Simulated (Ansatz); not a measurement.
```yaml
crystal:
  periodic: [false, false, false]
  atoms:
    - {symbol: O, position_ang: [-0.604441, -1.400188, 0.189277]}
    - {symbol: W, position_ang: [0.213723, 0.219553, -0.060160]}
    - {symbol: F, position_ang: [0.737178, 0.320880, 1.708818]}
    - {symbol: F, position_ang: [-0.180679, 0.234058, -1.865088]}
    - {symbol: F, position_ang: [0.827422, 1.949281, -0.259867]}
    - {symbol: Cl, position_ang: [-1.817862, 1.205058, 0.437711]}
    - {symbol: Cl, position_ang: [2.247007, -0.680205, -0.560443]}
    - {symbol: H, position_ang: [-1.422367, -1.848446, 0.409751]}
basis:
  gaussian: {orbitals: def2-mTZVPP}
total_charge: -1
magnetization: {spin_polarized: true, initial_magnetization: 1}
hamiltonian: {xc: {name: B2PLYP}}
```

```sh
$ ansatz run in.yaml --threads 4 --pin off --events-out ev --progress --plain --max-ram 11315MiB
```

Shortened log:

```
Functional definition: B2PLYP
1783 factors; integrals over basis functions are off by at most 1.1e-3 eV
mean field evaluation 1: about -37059.2690 eV, gradient 4.4e1 eV
mean field evaluation 2: about -37059.2966 eV, gradient 4.4e1 eV
mean field evaluation 4: about -37066.3563 eV, gradient 5.3e0 eV
mean field evaluation 8: about -37066.4687 eV, gradient 7.7e-1 eV
mean field evaluation 16: about -37066.4720 eV, gradient 3.9e-3 eV
mean field evaluation 32: about -37066.6083 eV, gradient 6.1e-3 eV
mean field -37066.60831348 eV, -1362.1727308709 hartree, gradient 2.1e-6 eV, S^2 0.753561; 4 other end points of the search recorded, 0 dependent functions left out
14 core orbitals not correlated: weight in the atoms' cores, before any rotation towards them, 1.000 or more for the frozen orbitals, at most 0.000 for the correlated occupied ones
reference -37066.60847761 eV, -1362.1727369025 hartree; 29, 28 occupied and 148, 149 virtual orbitals, 1783 factors
second order -50.39535166 eV of doubles, -0.00000000 eV of singles
Total energy: -37080.21522256 eV, -1362.6727755564 hartree
```

Run time 34 s (4 threads of an Arm Neoverse V1 on a shared host); peak host memory 1 GiB.
